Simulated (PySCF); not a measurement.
A calculated (TPSS, PySCF 2.14, aug-cc-pVQZ-DK, scalar relativity by spin-free X2C-1e) atom or ion has these occupied shells.

| shell | electrons | orbital energy (eV) | rms radius, mean of both spins (bohr) |
| --- | --- | --- | --- |
| 1s α | 1 | -2761.4 | 0.105 |
| 1s β | 1 | -2761.2 | 0.105 |
| 2s α | 1 | -256.19 | 0.483 |
| 2s β | 1 | -255.90 | 0.483 |
| 2p α | 3 | -194.00 | 0.454 |
| 2p β | 3 | -193.70 | 0.454 |
| 3s α | 1 | -22.417 | 1.64 |
| 3p α | 3 | -9.794 | 1.99 |
| 3p β | 3 | -8.660 | 1.99 |

(1) Name the element and its charge.

Results:

(1) Cl (chlorine, neutral), in [Ne] 3s1 3p6, 2S determinant (an excited configuration).
